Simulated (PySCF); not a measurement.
## Correlation energy of In (indium, neutral)

[Kr] 4d10 5s1 5p2, high-spin 4P determinant (an excited configuration). All numbers are calculated (PySCF 2.14, the spin-free X2C one-electron Hamiltonian (Gaussian nucleus), in x2c-TZVPPall (8s6p4d2f, 60 functions)). Frozen: [Kr] 4d10; 3 electrons correlated.

```tsv
level	correlation energy (mhartree)
CCSD	-10.23
(T)	-0.07
CCSD(T)	-10.30
CCSDT	-10.33
```

Diagnostics: T1 = 0.0034, D1 = 0.0064, largest double amplitude 0.068.

Task: Is a single reference adequate?

Result: Yes, within this model without spin-orbit coupling: T1 lies below 0.03 and no double amplitude reaches 0.07.
